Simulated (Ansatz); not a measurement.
`C=[CH][SnH]([CH3])[F]` + `[NH2][InH2]` → `C=C[NH][InH2]` + `[CH3][SnH2][F]`  (substitution at a C–Sn bond)

Calculated with Ansatz (gas phase, PBE0-D4/def2-TZVP geometries, no zero-point term in ΔE). CCSD(T)/CBS is the MP2 limit (def2-TZVPP, def2-QZVPP) plus CCSD(T) − MP2 in def2-TZVPP, frozen cores. Functionals use def2-TZVPP. HSE06 is defined as in plane-wave codes. def2 core potentials past Kr. For In, Sn outer-core shells are correlated without core-valence functions, which leaves a few kJ/mol of doubt a bond. Each species was taken in one conformer, which may not be the lowest.

```csv
level,ΔE (kcal/mol)
LDA (SPW92),-0.9
B97M-V,1.2
HSE06,2.4
CCSD/CBS(def2),6.7
```

Task: What does CCSD(T)/CBS give? (An estimate is asked.)

Result: Ansatz gave: +6.8 kcal/mol. The listed levels differ from it by -7.7, -5.6, -4.4, -0.1 kcal/mol.

Largest T1 diagnostic among the species: 0.016.

At CCSD(T), def2-SVP lies −5.4 kcal/mol from the extrapolated value and def2-TZVPP −0.9 kcal/mol. In def2-TZVPP, CCSD(T) changes the Hartree–Fock value by +2.0 kcal/mol (the triples alone add +0.0 kcal/mol) and MP2 by +2.6 kcal/mol. Leaving LDA and LC-ωPBE aside and taking each functional with its dispersion term where it has one, the values, not all of them listed here, spread over 3.5 kcal/mol, from B97M-V to ωB97M-V. LDA lies −3.0 kcal/mol from PBE without D4.
